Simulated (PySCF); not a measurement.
**B⁺: excitation energy**

B⁺ [He] 2s2 (1S) → B⁺ [He] 2p2 (3P), as a difference of total energies. Calculation: PySCF 2.14, in def2-QZVPPD (8s4p4d2f1g, 63 functions); the non-relativistic Hamiltonian (point nucleus). Correlated levels: valence and next inner shell: nothing frozen. The calculations carry no spin-orbit coupling.

| method | excitation energy (cm⁻¹) | error (cm⁻¹) |
| --- | --- | --- |
| UHF | 88272 | -10655 |
| MP2 (valence and next inner shell) | 94451 | -4475 |
| SCS-MP2 (valence and next inner shell) | 97304 | -1623 |
| CCSD (valence and next inner shell) | 98702 | -224 |
| CCSD(T) (valence and next inner shell) | 98782 | -145 |

Reference: 98926 cm⁻¹ (measured; NIST levels, between the centres of gravity of the two terms).

Errors of the correlated levels include the incompleteness of this basis.
